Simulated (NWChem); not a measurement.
System: C3H5B; SMILES C#CBC

NWChem input:

```
start job
memory heap 200 mb stack 900 mb global 1100 mb
geometry units angstroms noautosym nocenter noautoz
  B     -0.601561     0.562663    -0.008217
  C     -0.147232    -0.888361    -0.001787
  C      0.217519    -2.052968     0.001244
  H      0.535839    -3.080493     0.003799
  H     -1.795538     0.772600     0.014436
  C      0.388337     1.770707    -0.012694
  H      0.268124     2.295857     0.954314
  H      0.091711     2.513725    -0.772191
  H      1.448318     1.512945    -0.138054
end
basis spherical
  B library def2-svp
  C library def2-svp
  H library def2-svp
end
dft
  xc b3lyp
  iterations 150
end
property
  response 1 0.0773
end
task dft property
```

Output (shortened):

```
             Northwest Computational Chemistry Package (NWChem) 7.3.0
             --------------------------------------------------------

                             Geometry "geometry" -> ""
                             -------------------------

 Output coordinates in angstroms (scale by  1.889725989 to convert to a.u.)

  No.       Tag          Charge          X              Y              Z
 ---- ---------------- ---------- -------------- -------------- --------------
    1 B                    5.0000    -0.60156100     0.56266300    -0.00821700
    2 C                    6.0000    -0.14723200    -0.88836100    -0.00178700
    3 C                    6.0000     0.21751900    -2.05296800     0.00124400
    4 H                    1.0000     0.53583900    -3.08049300     0.00379900
    5 H                    1.0000    -1.79553800     0.77260000     0.01443600
    6 C                    6.0000     0.38833700     1.77070700    -0.01269400
    7 H                    1.0000     0.26812400     2.29585700     0.95431400
    8 H                    1.0000     0.09171100     2.51372500    -0.77219100
    9 H                    1.0000     1.44831800     1.51294500    -0.13805400

 Effective nuclear repulsion energy (a.u.)      84.7521425696

                              NWChem Property Module
                              ----------------------

                                 NWChem DFT Module
                                 -----------------

 Summary of "ao basis" -> "ao basis" (spherical)
 ------------------------------------------------------------------------------
       Tag                 Description            Shells   Functions and Types
 ---------------- ------------------------------  ------  ---------------------
 B                          def2-svp                 6       14   3s2p1d
 C                          def2-svp                 6       14   3s2p1d
 H                          def2-svp                 3        5   2s1p

            General Information
            -------------------
          SCF calculation type: DFT
          Wavefunction type:  closed shell.
          No. of atoms     :     9
          No. of electrons :    28
           Alpha electrons :    14
            Beta electrons :    14
          Charge           :     0
          Spin multiplicity:     1
          Use of symmetry is: off; symmetry adaption is: off
          Maximum number of iterations: 150
          AO basis - number of functions:    81
                     number of shells:    39
          Convergence on energy requested:  1.00D-06
          Convergence on density requested:  1.00D-05
          Convergence on gradient requested:  5.00D-04

              XC Information
              --------------
                         B3LYP Method XC Potential
                     Hartree-Fock (Exact) Exchange  0.200
                        Slater Exchange Functional  0.800 local
                    Becke 1988 Exchange Functional  0.720 non-local
              Lee-Yang-Parr Correlation Functional  0.810
                  VWN I RPA Correlation Functional  0.190 local

             Grid Information
             ----------------
          Grid used for XC integration:  medium
          Radial quadrature: Mura-Knowles
          Angular quadrature: Lebedev.
          Tag              B.-S. Rad. Rad. Pts. Rad. Cut. Ang. Pts.
          ---              ---------- --------- --------- ---------
          B                   0.85       49          10.0       434
          C                   0.70       49          12.0       434
          H                   0.35       45          13.0       434
          Grid pruning is: on
          Number of quadrature shells:   421
          Spatial weights used:  Erf1

      Superposition of Atomic Density Guess
      -------------------------------------

 Sum of atomic energies:        -139.87482130

      Non-variational initial energy
      ------------------------------

 Total energy =    -141.975679
 1-e energy   =    -352.919747
 2-e energy   =     126.191926
 HOMO         =      -0.332870
 LUMO         =      -0.068899

   convergence    iter        energy       DeltaE   RMS-Dens  Diis-err
 ---------------- ----- ----------------- --------- --------- ---------
 d= 0,ls=0.0,diis     1   -141.9681914623 -2.27D+02  1.03D-02  3.16D-01
 d= 0,ls=0.0,diis     2   -141.9884335146 -2.02D-02  5.78D-03  1.83D-01
 d= 0,ls=0.0,diis     3   -141.9895769975 -1.14D-03  2.98D-03  1.73D-01
 d= 0,ls=0.0,diis     4   -142.0119611688 -2.24D-02  7.22D-04  6.08D-03
 d= 0,ls=0.0,diis     5   -142.0128289488 -8.68D-04  1.27D-04  1.45D-04
  Resetting Diis
 d= 0,ls=0.0,diis     6   -142.0128506119 -2.17D-05  2.70D-05  3.46D-06
 d= 0,ls=0.0,diis     7   -142.0128510943 -4.82D-07  1.37D-05  4.53D-07
 d= 0,ls=0.0,diis     8   -142.0128510305  6.38D-08  8.66D-06  9.10D-07

         Total DFT energy =     -142.012851030507
      One electron energy =     -356.772264432957
           Coulomb energy =      152.086284183596
    Exchange-Corr. energy =      -22.079013350734
 Nuclear repulsion energy =       84.752142569588

 Numeric. integr. density =       27.999997041570

                       DFT Final Molecular Orbital Analysis
                       ------------------------------------

[...]

 DFT Linear Response polarizability / au
 Frequency  =       0.0773000 / au
 Wavelength =     589.4353558 / nm
              X              Y              Z
 -----------------------------------------------
 X      36.1604467     -7.3619694     -0.0211312
 Y      -7.3618981     71.2672384      0.1055884
 Z      -0.0210988      0.1055669     27.8902339
 -----------------------------------------------
 Eigenvalues =      34.6791295     72.7488140     27.8899754
 Isotropic   =      45.1059730
 Anisotropic =      41.8790454
 -----------------------------------------------

 Magnetic Dipole Response Matrix (nonzero elements):
```

Level: B3LYP/def2-SVP. Structure relaxed at the PBE0/def2-SVP level.
